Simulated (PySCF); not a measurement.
Cl₃GeH₃OSi.

```xyz
9

Si    -2.6946     0.3483    -0.8070
O     -1.2781     0.7468     0.0041
Ge     0.2990     0.0392     0.1414
Cl     0.3740    -1.7364    -1.0415
Cl     1.7524     1.4226    -0.5545
Cl     0.6795    -0.4418     2.1748
H     -3.1899    -0.9816    -0.3494
H     -2.4494     0.3115    -2.2774
H     -3.6804     1.4102    -0.4734
```

The structure is a stationary point at PBE0-D3(BJ)/def2-SVP. One conformer was computed; it need not be the lowest.

Level of theory: B3LYP/pcSseg-1 run with PySCF. Non-relativistic, no solvent.

Computed absolute GIAO shielding of each atom: isotropic value and principal components (ppm):
```csv
atom,σ(iso),σ11,σ22,σ33,span
Si1,372.4,330.0,340.9,446.3,116.3
O2,226.0,173.1,218.4,286.6,113.5
Ge3,1211.9,1187.7,1213.9,1234.1,46.4
Cl4,740.0,586.2,632.3,1001.4,415.2
Cl5,733.8,582.4,613.4,1005.4,423.0
Cl6,733.6,582.3,613.0,1005.3,423.0
H7,26.4,22.6,24.9,31.7,9.1
H8,26.4,22.6,24.9,31.7,9.1
H9,26.5,22.9,24.4,32.3,9.4
```
